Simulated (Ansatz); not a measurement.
System: sum formula SiHCl, charge 1, multiplicity 2. 
Structure (B3LYP-D3(BJ)/def2-TZVP (Ansatz, a first-principles code) minimum search):
```xyz
3

Si     0.8020    -0.1976     0.6060
H      2.0633    -0.5101    -0.1563
Cl    -0.7818     0.1927    -0.4898
```
Charge +1, spin multiplicity 2.

Basis-set convergence of Hartree-Fock and CCSD correlation energies (hartree) with Ansatz. Valence correlation only, unless marked. UHF or UKS for open shells. Spin-orbit coupling is left out. Non-relativistic.

| basis | functions | E(HF) | E(corr, CCSD) |
|---|---|---|---|
| def2-SVPD | 59 | -748.47407 | -0.23046 |
| def2-TZVPPD | 116 | -748.73167 | -0.28955 |
| def2-QZVPPD | 188 | -748.75272 | -0.31113 |

Extrapolating the two largest sets (X = 3 and 4) as X^-3: E(corr) = (64·(-0.31113) - 27·(-0.28955))/37 = -0.3269 Eh, an estimate of the basis-set limit. The largest set recovers 95.2 % of it, the smallest 70.5 %.
